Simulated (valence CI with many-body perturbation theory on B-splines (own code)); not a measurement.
## Co14+: calculated level list

Level of theory: configuration interaction combined with many-body perturbation theory (CI+MBPT): three valence electrons over a frozen Dirac-Fock core [Ne], a basis of 11 s, 11 p, 10 d, 8 f, 5 g, 2 h functions for each j, with the one-electron correlation potential Σ1 (screened to all orders), the two-electron term Σ2, the three-electron term Σ3, Breit, model QED; selected single and double excitations, second order for the rest, scaled by the run's own slope (own B-spline code, finite nucleus).

No measured spectrum was set against this ion. As an estimate, levels of excited configurations hold to 0.05 to 0.15 % of their energy, terms of the ground configuration to about 0.5 %.

Levels 46 to 90 of 173, with energies above the lowest level, 3s2.3p 2P°_1/2. "Leading %" is the weight of the configuration and term that name the level; weights of strongly mixed levels are sums over their largest components and can fall short, so below about 35 % the name and the second component can differ from the true leading terms, or belong to a minority configuration. In the jj column 3d3/2^4 stands for four electrons in 3d with j = 3/2. Lifetimes count E1, E2, E3, M1 and M2 decay at the calculated energies, and are blank where another channel may lead or the interval is too uncertain; long ones can be off by a factor of two.

```
No.  Configuration  Term     J  E (cm⁻¹)  Leading %  Lifetime                Leading jj      g
 46         3p2.3d    2P   3/2   1054100         72   40.0 ps  3p1/2 3p3/2 3d3/2 (52 %)  1.271
 47         3p2.3d    4F   9/2   1056000         92   56.4 ps  3p1/2 3p3/2 3d5/2 (59 %)  1.316
 48         3p2.3d    4D   1/2   1058900         75   44.1 ps  3p1/2 3p3/2 3d3/2 (95 %)  0.166
 49         3p2.3d    4D   3/2   1067500         75   42.3 ps  3p1/2 3p3/2 3d5/2 (54 %)  1.221
 50         3p2.3d    4D   5/2   1068200         89   45.1 ps  3p1/2 3p3/2 3d5/2 (36 %)  1.346
 51         3p2.3d    4D   7/2   1077300         88   47.3 ps      3p3/2^2 3d5/2 (67 %)  1.398
 52         3p2.3d    2P   1/2   1077900         70   36.7 ps      3p3/2^2 3d5/2 (62 %)  0.520
 53         3p2.3d    2G   7/2   1090000         87    140 ps  3p1/2 3p3/2 3d3/2 (44 %)  0.896
 54         3p2.3d    2G   9/2   1095600         82    135 ps      3p3/2^2 3d5/2 (56 %)  1.127
 55         3p2.3d    4P   5/2   1106900         48   17.3 ps  3p1/2 3p3/2 3d5/2 (73 %)  1.391
 56         3p2.3d    2D   3/2   1111500         53   17.8 ps  3p1/2 3p3/2 3d3/2 (63 %)  1.130
 57         3p2.3d    4P   1/2   1119700         94   13.5 ps  3p1/2 3p3/2 3d3/2 (50 %)  2.593
 58         3p2.3d    4P   5/2   1121100         48   16.9 ps      3p3/2^2 3d5/2 (37 %)  1.399
 59         3p2.3d    4P   3/2   1121300         62   15.5 ps      3p3/2^2 3d3/2 (65 %)  1.394
 60         3p2.3d    2P   1/2   1152500         72   23.9 ps  3p1/2 3p3/2 3d5/2 (61 %)  0.762
 61         3p2.3d    2D   3/2   1154100         57   32.7 ps  3p1/2 3p3/2 3d5/2 (45 %)  1.006
 62         3p2.3d    2P   3/2   1167000         45   26.5 ps      3p3/2^2 3d5/2 (43 %)  1.128
 63         3p2.3d    2S   1/2   1168600         82   22.4 ps      3p3/2^2 3d5/2 (30 %)  1.957
 64         3p2.3d    2F   5/2   1175300         42   21.3 ps      3p3/2^2 3d5/2 (38 %)  1.029
 65         3p2.3d    2D   5/2   1178600         49   20.8 ps      3p3/2^2 3d5/2 (45 %)  1.045
 66         3p2.3d    2F   7/2   1184100         86   14.3 ps      3p3/2^2 3d3/2 (40 %)  1.140
 67         3s.3d2    4F   3/2   1203100        100   18.1 ps         3s 3d3/2^2 (68 %)  0.398
 68         3s.3d2    4F   5/2   1204100        100   18.4 ps     3s 3d3/2 3d5/2 (66 %)  1.028
 69         3s.3d2    4F   7/2   1205600        100   18.9 ps     3s 3d3/2 3d5/2 (80 %)  1.238
 70         3s.3d2    4F   9/2   1207400        100   19.6 ps         3s 3d5/2^2 (79 %)  1.333
 71         3p2.3d    2D   5/2   1234000         90   13.1 ps      3p3/2^2 3d5/2 (47 %)  1.184
 72         3s.3d2    4P   1/2   1239900         99   14.9 ps         3s 3d3/2^2 (41 %)  2.669
 73         3p2.3d    2D   3/2   1239900         93   13.1 ps      3p3/2^2 3d3/2 (48 %)  0.812
 74         3s.3d2    4P   3/2   1240600         98   15.1 ps     3s 3d3/2 3d5/2 (90 %)  1.722
 75         3s.3d2    4P   5/2   1241400         99   15.3 ps     3s 3d3/2 3d5/2 (52 %)  1.599
 76         3s.3d2    2D   3/2   1283400         81   13.3 ps         3s 3d5/2^2 (39 %)  0.799
 77         3s.3d2    2D   5/2   1283500         82   13.4 ps         3s 3d5/2^2 (42 %)  1.200
 78         3s.3d2    2G   7/2   1284600         89   24.7 ps     3s 3d3/2 3d5/2 (71 %)  0.888
 79         3s.3d2    2G   9/2   1284900         89   24.2 ps     3s 3d3/2 3d5/2 (70 %)  1.110
 80         3s.3d2    2F   5/2   1330100         73   11.9 ps     3s 3d3/2 3d5/2 (44 %)  0.857
 81         3s.3d2    2F   7/2   1331700         74   12.4 ps         3s 3d5/2^2 (46 %)  1.142
 82         3s.3d2    2P   1/2   1362400         50   9.77 ps         3s 3d3/2^2 (40 %)  1.064
 83         3s.3d2    2P   3/2   1365700         71   9.74 ps     3s 3d3/2 3d5/2 (41 %)  1.333
 84         3s.3d2    2S   1/2   1365900         62   10.8 ps         3s 3d5/2^2 (62 %)  1.603
 85         3p.3d2   4G°   5/2   1458900         95   71.4 ps      3p1/2 3d3/2^2 (66 %)  0.584
 86         3p.3d2   4G°   7/2   1465000         97   70.3 ps  3p1/2 3d3/2 3d5/2 (68 %)  0.987
 87         3p.3d2   4G°   9/2   1472900         98   68.5 ps  3p3/2 3d3/2 3d5/2 (57 %)  1.173
 88         3p.3d2   4G°  11/2   1483200        100   67.7 ps      3p3/2 3d5/2^2 (78 %)  1.272
 89         3p.3d2   2F°   5/2   1491600         66   41.3 ps  3p1/2 3d3/2 3d5/2 (40 %)  0.954
 90         3p.3d2   2D°   3/2   1500800         82   30.6 ps  3p1/2 3d3/2 3d5/2 (60 %)  0.831
```

Names give the largest LS component (configuration and term), which can be under half, so a name can repeat, a term be missing and a line seem to break the LS rules; names also repeat where a configuration has a term twice.

Where two levels of one J and parity lie close, their mixing, g and order are uncertain.
